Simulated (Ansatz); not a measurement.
Start from `N[AsH]CO` and change one atom or group to get `B[AsH]CO`.

Ansatz, PBE0-D4/def2-TZVP geometries, multiplicity 1. Each molecule was computed in one conformer, which needn't be the lowest.

Scalar relativity is left out up to krypton.

| property | `N[AsH]CO` |
| --- | --- |
| HOMO energy (PBE/def2-TZVPP) / eV | -5.54 |
| HOMO energy (PBE0/def2-TZVPP) / eV | -6.87 |
| size of the dipole moment (ωB97M-V/def2-TZVPP) / D | 0.87 |
| LUMO energy (PBE/def2-TZVPP) / eV | -0.59 |
| HOMO energy (ωB97M-V/def2-TZVPP) / eV | -9.08 |
| size of the dipole moment (B3LYP/def2-TZVPP) / D | 0.86 |

Problem. Give the same properties after the change, and the shifts. (Estimate.)

Solution. Ansatz gave: 
```
                                          property  `B[AsH]CO`  shift
                 HOMO energy (PBE/def2-TZVPP) / eV       -6.02  -0.48
                HOMO energy (PBE0/def2-TZVPP) / eV       -7.03  -0.16
size of the dipole moment (ωB97M-V/def2-TZVPP) / D        2.03   1.16
                 LUMO energy (PBE/def2-TZVPP) / eV       -2.66  -2.07
             HOMO energy (ωB97M-V/def2-TZVPP) / eV       -9.14  -0.06
  size of the dipole moment (B3LYP/def2-TZVPP) / D        2.10   1.24
```

With PBE0 the HOMO falls by 0.16 eV and the LUMO falls by 1.97 eV, so the gap narrows by about 1.81 eV. PBE moves the HOMO by -0.48 eV and ωB97M-V by -0.06 eV. Dipoles are sizes alone; their direction can turn.

Positive LUMOs are unbound, so they and the gaps depend on the basis.

B3LYP here is the variant with VWN-RPA as its local correlation; programs differ in this.
